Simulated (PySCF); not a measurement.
ClH₄NO₂Si, SMILES N[Si](O)(O)Cl.

Geometry optimised at PBE0-D3(BJ)/def2-SVP. One conformer was computed; it need not be the lowest.

Two levels are set side by side: PBE/def2-TZVP (PySCF) and B3LYP/def2-TZVP (PySCF). Same geometry, gas phase. Differences are taken from unrounded values.

```csv
quantity,B3LYP,PBE,PBE minus B3LYP
orbital gap (eV),7.91,6.15,-1.77
highest occupied level (eV),-7.79,-6.53,1.26
lowest empty level (eV),0.13,-0.38,-0.51
dipole moment (D),1.49,1.50,0.01
mean polarisability (bohr³),47.9,50.0,2.1
```

PBE's occupied levels lie high since its potential decays too fast outside the molecule; exact exchange lowers them and widens the gap. Loosely held outer electrons make PBE densities more polarisable. Differences between two approximate levels are no errors against the true value.

Rough cost on one machine, each run with all the roots and properties that it gave: B3LYP against PBE within a factor of 2.
